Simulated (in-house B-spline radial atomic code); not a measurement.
The numbers below are computed, except where a source is named.
## Extrapolating the RPA correlation energy in partial waves: N⁴⁺

All-electron RPA on PBE0 orbitals from a B-spline radial code for spherical atoms, non-relativistic, point nucleus, configuration [He] 2s1, highest spin. RPA overbinds a lone outer s electron by self-correlation, and G0W0 tends to as well. With empty states up to angular momentum L the sums are:

```tsv
L	E_c(L) (hartree)
2	-0.129470
3	-0.132580
4	-0.133750
5	-0.134281
```

For large l each further wave adds A/(l + 1/2)⁴, because the basis must build the cusp where two electrons meet.

Q: Estimate the limit from L = 4 and L = 5.

A: Wave 5 adds -0.000531, against a sum of (l + 1/2)⁻⁴ of 1.09282e-03, so A = -0.4859. The sum over l > 5 is ζ(4, 6.5) = 1.5223e-03, close to 1/(3 × 6³) = 1.5432e-03. The tail is -0.000740 and the limit -0.13502 hartree.

Q: How good is the estimate?

A: A run to L = 11 sums to -0.13491 and extrapolates to -0.13499 hartree, 0.00 millihartree from the run before. The estimate differs from that by -0.03 millihartree, while the bare sum at L = 5 misses 0.7 millihartree (0.5 %).
